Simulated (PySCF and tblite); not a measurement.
C₅H₇NO₂, numbered as in [N:1]#[C:2][CH:3]1[O:4][CH2:5][CH2:6][CH2:7][O:8]1.

The ensemble was built from 90 distance-geometry starts (ETKDG and KDG, MMFF94s, GFN2-xTB) and rests on PBE0-D3(BJ)/def2-SVP geometries. Weights use PBE0-D3(BJ)/def2-TZVP energies plus GFN2-xTB zero-point and thermal terms (modes under about 100 cm⁻¹ blended into free rotors). Symmetry numbers and mirror images are counted. Conformers within 4 kcal/mol (GFN2-xTB free energy) were kept, 7 at most. GIAO shieldings: PBE0/pcSseg-1. Shifts are against TMS (¹H), TMS (¹³C), NH3 (¹⁵N) at the same level; of two unlike H on one atom, a is the less shielded. Programs: PySCF with density fitting and tblite.

Question: Predict the averaged NMR shifts at 298.15 K.

Answer: ¹H: 5.24 (H3, 1H), 4.01 (H5a/H7a, 2H), 3.82 (H5b/H7b, 2H), 2.08 (H6a, 1H), 0.96 (H6b, 1H) ppm. ¹³C: 118.6 (C2), 87.9 (C3), 63.2 (C5/C7), 27.1 (C6) ppm. ¹⁵N: 314.7 (N1) ppm.

Question: How do the conformers differ?

Answer: The 6-ring runs over atoms 3–4–5–6–7–8. Of a mirror pair one member is shown.
```tsv
conformer	shape	weight %
1	6-ring chair (C2 axial)	98.0
2	6-ring chair (all substituents equatorial)	1.9
3	6-ring twist-boat (ring torsions -67, 34, 27, -67, 38, 30°)	0.0
```

```csv
signal,1,2,3,average
H3,5.25,4.73,5.30,5.24
H5a/H7a,4.01,4.06,3.77,4.01
H5b/H7b,3.83,3.48,3.68,3.82
H6a,2.11,0.82,1.76,2.08
H6b,0.94,2.08,1.87,0.96
C2,118.6,119.0,120.5,118.6
C3,87.9,89.6,89.4,87.9
C5/C7,63.1,67.9,58.6,63.2
C6,27.1,27.1,27.9,27.1
N1,314.9,308.4,306.5,314.7
```

Question: Which signal moves most, for its nucleus, between 200 and 400 K through the change of populations alone?

Answer: H6a: 2.10 ppm at 200 K, 2.09 ppm at 250 K, 2.08 ppm at 298.15 K, 2.06 ppm at 350 K, 2.04 ppm at 400 K.

Unscaled ¹⁵N shifts at such levels can be off by tens of ppm; differences between conformers or isomers are more reliable. Shifts are unscaled: against experiment ¹³C can be off by 15 ppm or more and ¹H by 0.8 ppm.


¹⁵N shifts are against a computed isolated NH3 molecule, about 20 ppm from the liquid.